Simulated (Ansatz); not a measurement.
FH6O2ScSi2 (`[F][Sc]([O][SiH3])[O][SiH3]`), 12 atoms. The species carries charge 0 and has multiplicity 1. Correlated methods include outer-core shells of Sc, which these sets cover unevenly. Scalar relativity is left out up to krypton. Hardware: A = 2 threads of an AMD EPYC 7R13 on a shared host and a share of an NVIDIA H100 80 GB; B = 2 threads of a server CPU on a shared host. Correlated methods freeze the cores. Open-shell runs search over several starts.

(1) Give the basis size and wall time and peak host memory of each of these runs in Ansatz. RHF-CCSD(T)/def2-SVP energy [A]; RKS PBE0-D4/def2-SVP energy [B]; UKS r2SCAN-D4/def2-TZVPP energy of the cation [B]; RKS PBE0-D4/def2-QZVPP energy [A]; UKS PBE0-D4/def2-TZVPP energy of the cation [B]; UHF-MP2/def2-QZVPP energy of the cation [A]; UHF-CCSD(T)/def2-TZVPP energy of the cation [A]; RKS PBE0-D4/def2-TZVP frequencies [A]; UKS PBE-D4/def2-TZVPP energy of the cation [B]; UKS ωB97M-V/def2-TZVPP energy of the cation [B]; RHF-MP2/def2-QZVPP energy [A]; RKS PBE0-D4/def2-TZVP relaxation (12 steps) [A]. (Best estimate.)

Results:

(1) The calculation gave: Other jobs shared the machine, so times are rough.

| level | job | functions | wall time | peak host memory (GiB) |
| --- | --- | --- | --- | --- |
| RHF-CCSD(T)/def2-SVP | energy [A] | 139 | 2.2 s | 0.79 |
| RKS PBE0-D4/def2-SVP | energy [B] | 139 | 4.3 s | 0.38 |
| RHF-MP2/def2-QZVPP | energy [A] | 584 | 4.7 s | 1.1 |
| RKS PBE0-D4/def2-QZVPP | energy [A] | 584 | 7.5 s | 1.1 |
| RKS PBE0-D4/def2-TZVP | relaxation (12 steps) [A] | 248 | 13 s | 0.94 |
| UHF-MP2/def2-QZVPP | energy of the cation [A] | 584 | 25 s | 1.2 |
| UHF-CCSD(T)/def2-TZVPP | energy of the cation [A] | 325 | 65 s | 1.4 |
| RKS PBE0-D4/def2-TZVP | frequencies [A] | 248 | 92 s | 0.95 |
| UKS PBE-D4/def2-TZVPP | energy of the cation [B] | 325 | 93 s | 1.4 |
| UKS r2SCAN-D4/def2-TZVPP | energy of the cation [B] | 325 | 100 s | 1.5 |
| UKS PBE0-D4/def2-TZVPP | energy of the cation [B] | 325 | 2.2 min | 2.3 |
| UKS ωB97M-V/def2-TZVPP | energy of the cation [B] | 325 | 5 min | 3 |
